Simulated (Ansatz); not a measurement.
A structure relaxed at PBE-D4/def2-SVP in Ansatz, charge 0, singlet:

Cartesian coordinates in Å:
```
Ti -0.0133 -0.0313 -0.0214
Br 2.2190 0.4378 0.4415
Br -1.3529 1.6027 0.9546
Cl -0.5299 -1.9752 0.7954
Cl -0.3228 -0.0340 -2.1702
```

(1) Give its formula, name or SMILES and point group.

(2) Summarise the bond lengths by kind (pairs closer than 1.2 times the sum of covalent radii, bridged metal pairs left out).

Answers

(1) TiBr₂Cl₂. Point group C2v (tolerance 0.1 Å).

(2) 2 × Br–Ti 2.33 Å; 2 × Cl–Ti 2.17 Å. The metal has 4 neighbours: Br 2.33 Å, Br 2.33 Å, Cl 2.17 Å, Cl 2.17 Å.
